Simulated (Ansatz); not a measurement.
A CCSD(T) single point on C₃H₃GaO, SMILES `C#C[C](=O)[GaH2]`.

```yaml
crystal:
  periodic: [false, false, false]
  atoms:
    - {symbol: C, position_ang: [-0.605030, -0.824003, 2.034356]}
    - {symbol: C, position_ang: [0.016037, -0.158225, 1.245608]}
    - {symbol: C, position_ang: [0.657428, 0.564789, 0.170764]}
    - {symbol: O, position_ang: [1.562880, 1.347880, 0.363826]}
    - {symbol: Ga, position_ang: [-0.015978, 0.226047, -1.729674]}
    - {symbol: H, position_ang: [-1.138082, -1.401383, 2.753839]}
    - {symbol: H, position_ang: [0.711092, 1.030118, -2.857174]}
    - {symbol: H, position_ang: [-1.188356, -0.785233, -1.981544]}
basis:
  gaussian: {orbitals: def2-SVP}
correlation: {method: ccsd_t}
```

```sh
$ ansatz run in.yaml --threads 4 --pin off --events-out ev --progress --plain --max-ram 10444MiB
```

The program prints (abridged):

```
Functional definition: HF
1044 factors; integrals over basis functions are off by at most 1.1e-3 eV
mean field evaluation 1: about -57492.8065 eV, gradient 3.6e1 eV
mean field evaluation 2: about -57492.9051 eV, gradient 3.6e1 eV
mean field evaluation 4: about -57496.2860 eV, gradient 4.4e0 eV
mean field evaluation 8: about -57496.3788 eV, gradient 6.3e-1 eV
mean field evaluation 16: about -57496.3817 eV, gradient 1.5e-6 eV
mean field -57496.38171249 eV, -2112.9530554868 hartree, gradient 1.5e-6 eV, S^2 0.000000; 0 other end points of the search recorded, 0 dependent functions left out; unrestricted orbitals would lower it
13 core orbitals not correlated: weight in the atoms' cores, before any rotation towards them, 1.000 or more for the frozen orbitals, at most 0.000 for the correlated occupied ones
reference -57496.38171249 eV, -2112.9530554868 hartree; 17, 17 occupied and 73, 73 virtual orbitals, 1044 factors
second order -20.79955976 eV of doubles, -0.00000000 eV of singles
cycle   1  -20.28729359 eV  change    5.1e-1 eV  update   1.4e-1
cycle   2  -21.05931400 eV  change   -7.7e-1 eV  update   4.5e-2
cycle   3  -21.24083465 eV  change   -1.8e-1 eV  update   2.3e-2
cycle   4  -21.23703593 eV  change    3.8e-3 eV  update   6.8e-3
cycle   5  -21.24062992 eV  change   -3.6e-3 eV  update   3.2e-3
cycle   6  -21.24232960 eV  change   -1.7e-3 eV  update   9.4e-4
cycle   7  -21.24213145 eV  change    2.0e-4 eV  update   4.3e-4
cycle   8  -21.24208667 eV  change    4.5e-5 eV  update   1.4e-4
cycle   9  -21.24208222 eV  change    4.5e-6 eV  update   6.5e-5
cycle  10  -21.24206551 eV  change    1.7e-5 eV  update   2.4e-5
perturbative correction -0.85441748 eV, -0.0313992633 hartree
Total energy: -57518.47819549 eV, -2113.7650862593 hartree
```

Hardware: 4 threads of an Arm Neoverse V2 on a shared host. Wall time 4.2 s, peak host memory 0.47 GiB.

The correlation energy is -22.096 eV, 3.9 % of it from (T); the T1 diagnostic reads 0.0155.
